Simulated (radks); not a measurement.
Spherical quantum dot in the effective-mass picture: electrons in a well V = -V0 / (1 + exp((r - R)/a)) with V0 = 13.8, R = 4.64, a = 0.47, all in effective atomic units (hartree* = m*/eps^2 hartree, bohr* = eps/m* bohr), one dielectric constant everywhere. Method: non-relativistic Kohn-Sham, PBEsol, spin-polarised, spherical densities; computed with a radial shooting solver with Libxc functionals. Levels are named by radial order and angular momentum (1s, 1p, 1d, 2s, ...), and open shells are averaged over m. Results are scaled to m* = 0.231 and eps = 12.5, for which hartree* = 40.23 meV and bohr* = 2.864 nm.

N = 17, configuration 1s2 1p6 1d(up 5, down 4). This is the lowest configuration that the search found. Occupied and some empty levels:

level,occupation,eigenvalue (meV),<r> (nm)
1s up,1,-319.20,7.391
1s down,1,-318.75,7.375
1p up,3,-311.70,7.926
1p down,3,-311.21,7.920
1d up,5,-299.84,8.362
1d down,4,-299.33,8.360
1f up,0,-284.45,8.730
1f down,0,-283.93,8.730
2s up,0,-281.64,5.922
2s down,0,-281.42,5.919
2p up,0,-262.91,6.893
2p down,0,-262.59,6.889

Energy (meV): total -7003.62, kinetic 422.81, external -9052.9, Hartree 1875.7, exchange-correlation -249.25.

Electron density:

r (nm),n(r) (e/nm^3)
0.332,0.0003799
1.16,0.0004525
2.00,0.0006308
2.83,0.0009584
3.67,0.001481
4.50,0.002216
5.33,0.003115
6.16,0.004016
7.00,0.004650
7.83,0.004698
8.66,0.003996
9.50,0.002732
10.3,0.001424
11.2,0.0005405
12.0,0.0001463
12.8,0.00002785
13.7,3.785e-06
14.5,3.910e-07
15.3,3.357e-08
16.2,2.527e-09
